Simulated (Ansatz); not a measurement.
Two structures, one formula

Two relaxed structures of AlSiH₂ClF (charge -1), closed shell (PBE0-D4/def2-TZVPD; forces vanish, vibrations not checked).

A:

F1  (0.324, 1.256, 2.252)
Al2  (-0.670, -0.605, -0.984)
Si3  (0.593, 1.002, 0.643)
Cl4  (-2.198, -1.467, 0.441)
H5  (2.086, 0.717, 0.604)
H6  (0.583, 2.416, 0.084)
(Å)

B:

F1  (0.185, -2.391, -0.256)
Al2  (0.609, 0.954, 0.480)
Si3  (-0.394, -0.910, -0.691)
Cl4  (-2.483, -1.179, -0.202)
H5  (2.230, 1.097, 0.423)
H6  (-0.087, 2.407, 0.265)
(Å)

Ansatz 0.2.0; basis: def2-TZVPPD; cores frozen in the correlated methods. B3LYP uses VWN-RPA correlation.

Problem. Which structure is lower at CCSD(T), and by how much? (Judge from chemistry; the value comes from the calculation.)

Solution. The calculation gives: A, by 0.922 eV (electronic energy, against the other). By their contacts, A is AlSiH₂ClF ([F][SiH2][Al][Cl]), total charge -1 and B is AlSiH₂ClF ([F][Si]([AlH2])[Cl]), total charge -1.

All methods give the same order:

```tsv
method	E(B) − E(A) (eV)
PBE-D4	0.784
r2SCAN-D4	0.780
PBE0-D4	0.896
B3LYP-D4	0.904
wB97M-V	0.990
HF	1.214
MP2	0.959
CCSD	1.002
CCSD(T)	0.922
```

T1 diagnostic: at most 0.020. The restricted Hartree–Fock reference is unstable towards an unrestricted one at one or more of these structures.

Labels in which every atom is bracketed show which atoms are joined, not bond orders.

For scale, one of the runs: CCSD(T)/def2-TZVPPD, 221 basis functions, launched by `ansatz run in.yaml --threads 2 --pin off --events-out ev --progress --plain --max-ram 4352MiB`. The run took 120 s on 2 CPU threads of an Arm Neoverse V2 (shared host), with 3.1 GiB of host memory at its peak.
